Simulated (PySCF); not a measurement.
HP (SMILES [PH]), triplet, geometry from GFN2-xTB, atoms displaced at random by about 0.03 Å a coordinate; PBE0/def2-TZVP, gradient in PySCF.

Here is a job for PySCF.
```python
from pyscf import gto, scf, dft

mol = gto.M(
    atom='''
P     0.013670   -0.024220   -0.078541
H     0.038722   -0.050622    1.337174
''',
    basis='def2-tzvp',
    charge=0,
    spin=2,
    verbose=4,
)

mf = dft.UKS(mol)
mf.xc = 'pbe0'
mf.grids.level = 1
mf.kernel()
g = mf.nuc_grad_method()
g.grid_response = True
grad = g.kernel()
```

The log (banner, timings and long lists left out):

```
PySCF version 2.14.0

[INPUT] verbose = 4
[INPUT] num. atoms = 2
[INPUT] num. electrons = 16
[INPUT] charge = 0
[INPUT] spin (= nelec alpha-beta = 2S) = 2
[INPUT] symmetry False subgroup None
[INPUT] Mole.unit = angstrom
[INPUT] Symbol           X                Y                Z      unit          X                Y                Z       unit  Magmom
[INPUT]  1 P      0.013670000000  -0.024220000000  -0.078541000000 AA    0.025832556123  -0.045769166737  -0.148420979549 Bohr   0.0
[INPUT]  2 H      0.038722000000  -0.050622000000   1.337174000000 AA    0.073173974995  -0.095661715878   2.526892640889 Bohr   0.0

nuclear repulsion = 5.60496734517123
number of shells = 17
number of NR pGTOs = 71
number of NR cGTOs = 43
basis = def2-tzvp
ecp = {}

******** <class 'pyscf.dft.uks.UKS'> ********
method = UKS
initial guess = minao
damping factor = 0
level_shift factor = 0
DIIS = <class 'pyscf.scf.diis.CDIIS'>
diis_start_cycle = 1
diis_space = 8
diis_damp = 0
SCF conv_tol = 1e-09
SCF conv_tol_grad = None
SCF max_cycles = 50
direct_scf = True
direct_scf_tol = 1e-13
number electrons alpha = 9  beta = 7
XC library pyscf.dft.libxc version 7.1.2
    S. Lehtola, C. Steigemann, M. J. T. Oliveira, and M. A. L. Marques,  SoftwareX 7, 1–5 (2018)
XC functionals = pbe0
    C. Adamo and V. Barone,  J. Chem. Phys. 110, 6158 (1999)
    M. Ernzerhof and G. E. Scuseria,  J. Chem. Phys. 110, 5029 (1999)
radial grids:
    Treutler-Ahlrichs [JCP 102, 346 (1995); DOI:10.1063/1.469408] (M4) radial grids

becke partition: Becke, JCP 88, 2547 (1988); DOI:10.1063/1.454033
pruning grids: <function nwchem_prune>
grids dens level: 1
symmetrized grids: False
atomic radii adjust function: <function treutler_atomic_radii_adjust>
small_rho_cutoff = 0
Set gradient conv threshold to 3.16228e-05
tot grids = 8888
init E= -341.593982651464

cycle= 1 E= -341.749088021896  delta_E= -0.155  |g|= 0.0871  |ddm|= 0.75
cycle= 2 E= -341.753231653257  delta_E= -0.00414  |g|= 0.0377  |ddm|= 0.117
cycle= 3 E= -341.753701206924  delta_E= -0.00047  |g|= 0.008  |ddm|= 0.0385
cycle= 4 E= -341.753772628107  delta_E= -7.14e-05  |g|= 0.00129  |ddm|= 0.0145
cycle= 5 E= -341.753774971849  delta_E= -2.34e-06  |g|= 0.000608  |ddm|= 0.0031
cycle= 6 E= -341.753775317027  delta_E= -3.45e-07  |g|= 0.000123  |ddm|= 0.000959
cycle= 7 E= -341.753775352212  delta_E= -3.52e-08  |g|= 4.51e-05  |ddm|= 0.00033
cycle= 8 E= -341.753775357486  delta_E= -5.27e-09  |g|= 1.22e-05  |ddm|= 0.00016
cycle= 9 E= -341.753775357684  delta_E= -1.98e-10  |g|= 1.3e-06  |ddm|= 3.15e-05
Extra cycle  E= -341.753775357687  delta_E= -2.22e-12  |g|= 5.48e-07  |ddm|= 2.17e-06
converged SCF energy = -341.753775357687  <S^2> = 2.0092651  2S+1 = 3.0061704

******** <class 'pyscf.grad.uks.Gradients'> for <class 'pyscf.dft.uks.UKS'> ********
unit = Eh/Bohr
grid_response = True
--------------- UKS gradients ---------------
         x                y                z
0 P     0.0000869250    -0.0000916065     0.0048781524
1 H    -0.0000869250     0.0000916065    -0.0048781524
----------------------------------------------
```
